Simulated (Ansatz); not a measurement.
Cost and result for the atomization energy of H₆O₂Si₃ (`[SiH3]O[Si]O[SiH3]`) (11 atoms, 10 bonds).

Cartesian coordinates in Å:
```
Si 0.777 -2.081 1.857
O 0.360 -0.978 0.713
Si 0.191 -0.660 -0.887
O -0.334 0.893 -0.828
Si -0.815 2.213 -1.680
H 1.183 -3.363 1.223
H -0.389 -2.317 2.742
H 1.909 -1.545 2.651
H -2.201 2.560 -1.283
H -0.775 1.935 -3.140
H 0.094 3.342 -1.368
```

Total charge 0; spin multiplicity 1. Geometry: relaxed with PBE0-D4/def2-TZVP. It is one conformer, not always the lowest. Program: Ansatz. All runs use 4 threads of a server CPU on a shared host. Times are those of one run each, without the atoms' runs, and a repeat can differ threefold. Electronic energies, without spin–orbit coupling; frozen cores. CCSD(T)/CBS adds CCSD(T) − MP2 in def2-TZVPP to the MP2 limit, and its time is that of the two runs behind it. T1 = 0.014.

CCSD(T)/CBS is a level of theory with its own doubt, some kJ/mol a heavy atom from the limit and from the frozen cores, so smaller differences don't rank the functionals.

```tsv
level	functions	wall time	atomization (kcal/mol)	difference from CCSD(T)/CBS	per bond
LDA (SPW92)/def2-TZVPP	272	2.1 s	1035.1	103.1	10.3
PBE-D4/def2-TZVPP (with forces)	272	4.5 s	919.9	-12.1	-1.2
PBE0-D4/def2-TZVPP	272	6.5 s	907.9	-24.1	-2.4
BHLYP-D4/def2-TZVPP	272	6.5 s	906.1	-25.9	-2.6
CAM-B3LYP-D4/def2-TZVPP	272	7.5 s	932.7	0.7	0.1
CCSD(T)/def2-SVP	112	8.5 s	851.9	-80.1	-8.0
r2SCAN-D4/def2-TZVPP (with forces)	272	9.5 s	924.2	-7.8	-0.8
ωB97X-V/def2-TZVPP	272	16 s	933.2	1.2	0.1
B97M-V/def2-TZVPP	272	16 s	930.1	-1.9	-0.2
ωB97M-V/def2-TZVPP (with forces)	272	22 s	931.8	-0.2	0.0
MP2/def2-QZVPP	504	54 s	933.6	1.6	0.2
CCSD(T)/def2-TZVPP	272	5 min	904.2	-27.8	-2.8
CCSD(T)/CBS(def2)	–	5.8 min	932.0	0.0	0.0
```

The D4 term adds +10.0 kcal/mol with B3LYP and +5.3 kcal/mol with PBE0; it sums over pairs of atoms, weighted by their polarisabilities, and B3LYP, whose exchange is more repulsive, gets the larger term. In def2-TZVPP, CCSD(T) changes the Hartree–Fock value by +215.1 kcal/mol (the triples alone add +11.3 kcal/mol) and MP2 by +227.4 kcal/mol; breaking electron pairs costs correlation energy, which Hartree–Fock lacks. From PBE to PBE0 (25 % exact exchange), in def2-TZVPP and without D4, the atomization energy moves by −11.1 kcal/mol: exact exchange takes away binding that semilocal exchange gives to molecules.

B3LYP here is the variant with VWN-RPA as its local correlation; programs differ in this.
